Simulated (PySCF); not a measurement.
# TiFCl + HF → TiHCl + F₂

Level: PBE0 in the def2-TZVP basis family, all electrons, no relativity, computed in PySCF with density fitting; open shells unrestricted.

| species | state and structure | E (Eh) | ZPE (kJ/mol) | H(298 K) − H(0) (kJ/mol) | S° (J/(mol K)) |
| --- | --- | --- | --- | --- | --- |
| TiFCl | triplet, Cs, Ti–Cl 2.231 Å, Ti–F 1.793 Å; Cl–Ti–F 143.0° | -1409.22098 | 7.2 | 13.0 | 298.1 |
| HF | singlet, C∞v, H–F 0.920 Å | -100.39188 | 24.9 | 8.7 | 173.6 |
| TiHCl | triplet, Cs, Ti–Cl 2.233 Å, Ti–H 1.756 Å; Cl–Ti–H 130.2° | -1309.91739 | 14.1 | 11.7 | 272.0 |
| F₂ | singlet, D∞h, F–F 1.376 Å | -199.40856 | 6.6 | 8.7 | 201.9 |

What is the electronic reaction energy?

At PBE0/def2-TZVP, ΔE = 753.3 kJ/mol from the differences of the total energies times 2625.5, uphill. 

Add zero-point, thermal and entropy terms for 298.15 K and 1 bar.

ΔZPE = -11.4 and Δ[H(298) − H(0)] = -1.3 kJ/mol give ΔH° = 740.6 kJ/mol. ΔS° = 2.2 J/(mol K), so ΔG° = 740.6 − 298.15 × (0.0022) = 740 kJ/mol.

Open d or f shells are single determinants, so the state found may not be the ground state. Each species is the lowest minimum found with this bonding; other isomers or fragments can lie lower.
